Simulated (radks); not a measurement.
Spherical quantum dot in the effective-mass picture: electrons in a parabolic well V = omega^2 r^2 / 2 with omega = 0.45, all in effective atomic units (hartree* = m*/eps^2 hartree, bohr* = eps/m* bohr), one dielectric constant everywhere. Method: non-relativistic Kohn-Sham, r2SCAN, spin-polarised, spherical densities, generalised Kohn-Sham scheme; computed with a radial shooting solver with Libxc functionals. Levels are named by radial order and angular momentum (1s, 1p, 1d, 2s, ...), and open shells are averaged over m. Results are scaled to m* = 0.065 and eps = 8.2, for which hartree* = 26.3 meV and bohr* = 6.676 nm.

N = 3, configuration 1s2 1p(up 1, down 0). This is the lowest configuration that the search found. Occupied and some empty levels:

| level | occupation | eigenvalue (meV) | <r> (nm) |
|---|---|---|---|
| 1s up | 1 | 42.986 | 13.17 |
| 1s down | 1 | 44.435 | 12.85 |
| 1p up | 1 | 52.347 | 16.49 |
| 1p down | 0 | 53.824 | 16.33 |
| 1d up | 0 | 63.046 | 19.09 |
| 1d down | 0 | 64.359 | 18.89 |
| 2s up | 0 | 65.056 | 17.24 |
| 2s down | 0 | 65.567 | 16.91 |
| 1f up | 0 | 74.600 | 21.42 |
| 1f down | 0 | 75.937 | 20.97 |

Energy (meV): total 96.7004, kinetic 25.903, external 41.278, Hartree 49.982, exchange-correlation -20.461.

Electron density:

| r (nm) | n(r) (e/nm^3) |
|---|---|
| 0.607 | 0.0002068 |
| 2.89 | 0.0002020 |
| 5.18 | 0.0001902 |
| 7.47 | 0.0001711 |
| 9.76 | 0.0001449 |
| 12.0 | 0.0001141 |
| 14.3 | 0.00008192 |
| 16.6 | 0.00005328 |
| 18.9 | 0.00003116 |
| 21.2 | 0.00001623 |
| 23.5 | 7.516e-06 |
| 25.8 | 3.099e-06 |
| 28.1 | 1.134e-06 |
| 30.3 | 3.696e-07 |
